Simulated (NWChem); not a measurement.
System: GaH3O; SMILES [OH][GaH2]

Input file for NWChem:

```
start job
memory heap 200 mb stack 900 mb global 1100 mb
geometry units angstroms noautosym nocenter noautoz
  Ga     0.076853     0.311578     0.000000
  H      1.428361     1.088551     0.000000
  H     -1.383220     0.884298     0.000000
  O      0.281899    -1.462685     0.000000
  H     -0.537299    -1.967722     0.000000
end
basis spherical
  * library def2-svpd
end
dft
  xc b3lyp
  iterations 150
end
property
  response 1 0.0
end
task dft property
```

Output (shortened):

```
             Northwest Computational Chemistry Package (NWChem) 7.3.0
             --------------------------------------------------------

                             Geometry "geometry" -> ""
                             -------------------------

 Output coordinates in angstroms (scale by  1.889725989 to convert to a.u.)

  No.       Tag          Charge          X              Y              Z
 ---- ---------------- ---------- -------------- -------------- --------------
    1 Ga                  31.0000     0.07685300     0.31157800     0.00000000
    2 H                    1.0000     1.42836100     1.08855100     0.00000000
    3 H                    1.0000    -1.38322000     0.88429800     0.00000000
    4 O                    8.0000     0.28189900    -1.46268500     0.00000000
    5 H                    1.0000    -0.53729900    -1.96772200     0.00000000

 Effective nuclear repulsion energy (a.u.)     109.3040509130

                              NWChem Property Module
                              ----------------------

                                 NWChem DFT Module
                                 -----------------

 Summary of "ao basis" -> "ao basis" (spherical)
 ------------------------------------------------------------------------------
       Tag                 Description            Shells   Functions and Types
 ---------------- ------------------------------  ------  ---------------------
 Ga                        def2-svpd                14       38   6s4p4d
 H                         def2-svpd                 4        8   2s2p
 O                         def2-svpd                 9       23   4s3p2d

            General Information
            -------------------
          SCF calculation type: DFT
          Wavefunction type:  closed shell.
          No. of atoms     :     5
          No. of electrons :    42
           Alpha electrons :    21
            Beta electrons :    21
          Charge           :     0
          Spin multiplicity:     1
          Use of symmetry is: off; symmetry adaption is: off
          Maximum number of iterations: 150
          AO basis - number of functions:    85
                     number of shells:    35
          Convergence on energy requested:  1.00D-06
          Convergence on density requested:  1.00D-05
          Convergence on gradient requested:  5.00D-04

              XC Information
              --------------
                         B3LYP Method XC Potential
                     Hartree-Fock (Exact) Exchange  0.200
                        Slater Exchange Functional  0.800 local
                    Becke 1988 Exchange Functional  0.720 non-local
              Lee-Yang-Parr Correlation Functional  0.810
                  VWN I RPA Correlation Functional  0.190 local

             Grid Information
             ----------------
          Grid used for XC integration:  medium
          Radial quadrature: Mura-Knowles
          Angular quadrature: Lebedev.
          Tag              B.-S. Rad. Rad. Pts. Rad. Cut. Ang. Pts.
          ---              ---------- --------- --------- ---------
          Ga                  1.30      112          10.0       590
          H                   0.35       45          11.0       434
          O                   0.60       49          10.0       434
          Grid pruning is: on
          Number of quadrature shells:   296
          Spatial weights used:  Erf1

      Superposition of Atomic Density Guess
      -------------------------------------

 Sum of atomic energies:       -1999.16812943

      Non-variational initial energy
      ------------------------------

 Total energy =   -1999.481204
 1-e energy   =   -3006.387404
 2-e energy   =     897.602148
 HOMO         =      -0.354212
 LUMO         =       0.002169

   convergence    iter        energy       DeltaE   RMS-Dens  Diis-err
 ---------------- ----- ----------------- --------- --------- ---------
 d= 0,ls=0.0,diis     1  -2001.5708866376 -2.11D+03  2.68D-02  6.19D-01
 d= 0,ls=0.0,diis     2  -2001.2990918222  2.72D-01  1.51D-02  3.24D+00
 d= 0,ls=0.0,diis     3  -2001.6461988694 -3.47D-01  1.24D-03  2.29D-02
 d= 0,ls=0.0,diis     4  -2001.6476256799 -1.43D-03  4.96D-04  6.83D-03
 d= 0,ls=0.0,diis     5  -2001.6479444241 -3.19D-04  1.51D-04  3.44D-04
  Resetting Diis
 d= 0,ls=0.0,diis     6  -2001.6479670227 -2.26D-05  2.04D-05  1.43D-06
 d= 0,ls=0.0,diis     7  -2001.6479671994 -1.77D-07  5.12D-06  3.48D-08

         Total DFT energy =    -2001.647967199366
      One electron energy =    -3006.582480601761
           Coulomb energy =      980.428149974773
    Exchange-Corr. energy =      -84.797687485398
 Nuclear repulsion energy =      109.304050913020

 Numeric. integr. density =       42.000017263277

                       DFT Final Molecular Orbital Analysis
                       ------------------------------------

 Vector   19  Occ=2.000000D+00  E=-3.408904D-01
              MO Center=  6.2D-01, -3.6D-01, -7.7D-10, r^2= 2.7D+00
   Bfn.  Coefficient  Atom+Function         Bfn.  Coefficient  Atom+Function
  ----- ------------  ---------------      ----- ------------  ---------------
    60      0.374664  4 O  py                39     -0.289021  2 H  s
    59     -0.254871  4 O  px                63      0.231457  4 O  py
    14     -0.218555  1 Ga py                58     -0.194063  4 O  s
    62     -0.171109  4 O  px                13     -0.152081  1 Ga px
    17     -0.134955  1 Ga py                40     -0.132525  2 H  s

 Vector   20  Occ=2.000000D+00  E=-3.223297D-01
              MO Center=  2.4D-01, -1.4D+00,  1.3D-09, r^2= 9.4D-01
   Bfn.  Coefficient  Atom+Function         Bfn.  Coefficient  Atom+Function
  ----- ------------  ---------------      ----- ------------  ---------------
    61      0.600513  4 O  pz                64      0.418284  4 O  pz
    15      0.119696  1 Ga pz                67      0.114087  4 O  pz
    20      0.073950  1 Ga d -1              12     -0.068290  1 Ga pz
    18      0.028302  1 Ga pz                82      0.025541  5 H  pz

 Vector   21  Occ=2.000000D+00  E=-3.084988D-01
              MO Center= -1.5D-01,  2.2D-01,  4.6D-10, r^2= 3.2D+00
   Bfn.  Coefficient  Atom+Function         Bfn.  Coefficient  Atom+Function
  ----- ------------  ---------------      ----- ------------  ---------------
    47      0.335906  3 H  s                 59      0.262769  4 O  px
    13     -0.258472  1 Ga px                39     -0.244339  2 H  s
    58      0.226930  4 O  s                 48      0.191205  3 H  s
    60     -0.184314  4 O  py                62      0.164944  4 O  px
    16     -0.162511  1 Ga px                10      0.146620  1 Ga px

 Vector   22  Occ=0.000000D+00  E=-5.677659D-02
              MO Center=  3.1D-02,  4.8D-01, -2.9D-08, r^2= 3.7D+00
   Bfn.  Coefficient  Atom+Function         Bfn.  Coefficient  Atom+Function
  ----- ------------  ---------------      ----- ------------  ---------------
    18      0.671528  1 Ga pz                15      0.410285  1 Ga pz
    12     -0.209698  1 Ga pz                61     -0.196138  4 O  pz
    64     -0.162457  4 O  pz                35      0.077397  1 Ga d -1
     9      0.067712  1 Ga pz                46      0.045597  2 H  pz
    85     -0.044739  5 H  pz                54      0.037987  3 H  pz

 Vector   23  Occ=0.000000D+00  E=-9.059233D-03
              MO Center= -3.4D-01, -9.7D-01,  7.9D-09, r^2= 6.5D+00
   Bfn.  Coefficient  Atom+Function         Bfn.  Coefficient  Atom+Function
  ----- ------------  ---------------      ----- ------------  ---------------
     6      0.806265  1 Ga s                 17     -0.692818  1 Ga py
    66     -0.505447  4 O  py                79     -0.378143  5 H  s
    83     -0.220494  5 H  px                56     -0.206230  4 O  s
     4      0.202469  1 Ga s                 57     -0.202868  4 O  s
    65     -0.185467  4 O  px                14     -0.181056  1 Ga py

 Vector   24  Occ=0.000000D+00  E= 9.276647D-03
              MO Center= -1.4D-01,  7.4D-01,  1.1D-09, r^2= 8.7D+00
   Bfn.  Coefficient  Atom+Function         Bfn.  Coefficient  Atom+Function
  ----- ------------  ---------------      ----- ------------  ---------------
     5      2.417584  1 Ga s                  6     -2.087995  1 Ga s
     4      0.516354  1 Ga s                 40     -0.387667  2 H  s
    66     -0.322299  4 O  py                 3     -0.279727  1 Ga s
    48     -0.280717  3 H  s                 36      0.252109  1 Ga d  0
    58     -0.212994  4 O  s                 38     -0.176633  1 Ga d  2

     Multipole analysis of the density
     ---------------------------------

     L   x y z        total         alpha         beta         nuclear
     -   - - -        -----         -----         ----         -------
     0   0 0 0     -0.000000    -21.000000    -21.000000     42.000000

     1   1 0 0     -0.535929     -4.184872     -4.184872      7.833816
     1   0 1 0      0.271049      2.060621      2.060621     -3.850194
     1   0 0 1      0.000000      0.000000      0.000000      0.000000

     2   2 0 0    -19.070505    -18.571897    -18.571897     18.073289
     2   1 1 0      2.445995      3.307425      3.307425     -4.168855
     2   1 0 1      0.000000      0.000000      0.000000      0.000000
     2   0 2 0    -18.578533    -55.648719    -55.648719     92.718906
     2   0 1 1      0.000000      0.000000      0.000000      0.000000
     2   0 0 2    -16.216139     -8.108070     -8.108070      0.000000

 *** CALLING NEW AORESP DRIVER FOR CLOSED AND OPEN SHELLS ***
 Entering AOResponse driver routine

--------------------------------------------------------------------------------

          -----------------------------------------------
          Solving response equations for perturbing field
          -----------------------------------------------

 number of frequencies:     1
 frequency in a.u.:  0.0000000E+00
 Perturbing field: electric
 Using El. Dipole Length Gauge

 Setting up CPKS with frequency omega =      0.00000000 a.u.

 STATIC response

                                NWChem CPHF Module
                                ------------------

  scftype          =     RHF
  nclosed          =       21
  nopen            =        0
  variables        =     1344
  # of vectors     =        3
  tolerance        = 0.10D-03
  level shift      = 0.00D+00
  max iterations   =       50
  max subspace     =       30

 SCF residual:    2.6863566376354194E-004

Iterative solution of linear equations
  No. of variables     1344
  No. of equations        3
  Maximum subspace       30
        Iterations       50
       Convergence  1.0D-04

   iter   nsub   residual    time
   ----  ------  --------  ---------
     1      3    2.38D+00      19.1
     2      6    3.41D+00      24.2
     3      9    4.16D-01      28.4
     4     12    9.99D-02      32.7
     5     15    2.62D-02      37.1
     6     18    1.18D-03      41.4
     7     21    7.31D-05      47.3

 Electric Dipole Response Matrix (nonzero elements):

              1        2        3
    1   38.6039   0.1790  -0.0000
    2    0.1790  39.0128   0.0000
    3   -0.0000   0.0000  28.3994

 ------------------------------------------
 average:        35.33870 + I       0.00000

 DFT Linear Response polarizability / au
 Frequency  =       0.0000000 / au
              X              Y              Z
 -----------------------------------------------
 X      38.6038843      0.1790206     -0.0000000
 Y       0.1790392     39.0127786      0.0000000
 Z      -0.0000000      0.0000000     28.3994334
 -----------------------------------------------
 Eigenvalues =      38.5365834     39.0800795     28.3994334
 Isotropic   =      35.3386988
 Anisotropic =      10.4195345
 -----------------------------------------------

 Magnetic Dipole Response Matrix (nonzero elements):

 Exiting AOResponse driver routine
```

Level: B3LYP/def2-SVPD. Geometry: optimised at PBE0/def2-SVP.
